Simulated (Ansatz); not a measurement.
Born–Oppenheimer molecular dynamics of C2H4AlF2N (10 atoms, charge 0, multiplicity 1). It goes on from the last frame of an earlier run, with new velocities.

Theory: Ansatz 0.2.0, RKS B3LYP/def2-SVP.

* ensemble: NVE (velocity Verlet)
* time step: 1 fs
* steps asked: 250
* starting velocities drawn for: 1000 K
* masses: H 3.016 u
* seed: 388686

First frame:

```xyz
10
Properties=species:S:1:pos:R:3
C -0.999 -1.695 0.431
Al -0.110 0.070 0.124
N 1.289 0.601 -0.878
C 0.654 1.736 -0.310
F 0.148 2.679 -1.176
F 1.594 2.362 0.481
H -0.371 -2.390 -0.103
H -2.092 -1.887 0.023
H -0.943 -1.970 1.492
H 2.194 0.569 -1.312
```

Question: How far do the bonds stretch over the last three quarters of this one trajectory? (Pairs bonded in most of those frames.)

Answer: 
```csv
bond,mean (Å),spread (Å),shortest,longest
C1–Al2,1.950,0.055,1.86,2.08
C1–H7,1.113,0.048,1.03,1.19
C1–H8,1.114,0.054,1.02,1.21
C1–H9,1.110,0.032,1.05,1.17
Al2–N3,1.792,0.051,1.67,1.93
Al2–C4,1.941,0.072,1.82,2.08
N3–C4,1.444,0.053,1.36,1.54
N3–H10,1.039,0.062,0.93,1.14
C4–F5,1.371,0.035,1.30,1.45
C4–F6,1.379,0.039,1.31,1.49
```

Mean temperature of the second half: 770 K. The conserved energy stayed within 1.2 meV per atom of its start (net change 0.61 meV per atom), so the integration is sound. A run of 0.25 ps of so small a system gives no equilibrium averages.

The run took 13 min on 2 threads of Arm Neoverse N1, on a shared host, peak memory 0.21 GiB.
